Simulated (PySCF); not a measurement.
C₂H₇BrSi, SMILES C[SiH](C)Br.

Coordinates come from a PBE0-D3(BJ)/def2-SVP optimisation.

Two levels are set side by side: PBE/def2-TZVP (PySCF) and r2SCAN/def2-TZVP (PySCF). Same geometry, gas phase. Differences are taken from unrounded values.

```csv
quantity,r2SCAN
orbital gap (eV),7.15
highest occupied level (eV),-7.14
lowest empty level (eV),0.01
dipole moment (D),2.27
mean polarisability (bohr³),70.1
```

Question: What does PBE give, and how far is it from r2SCAN? (Estimate from the structure and the level; the computed values follow.)

Answer: 
| quantity | PBE | PBE minus r2SCAN |
|---|---|---|
| orbital gap (eV) | 6.43 | -0.72 |
| highest occupied level (eV) | -6.81 | 0.33 |
| lowest empty level (eV) | -0.38 | -0.39 |
| dipole moment (D) | 2.19 | -0.08 |
| mean polarisability (bohr³) | 72.1 | 2.1 |

Rough cost on one machine, each run with all the roots and properties that it gave: r2SCAN against PBE about 3 times.
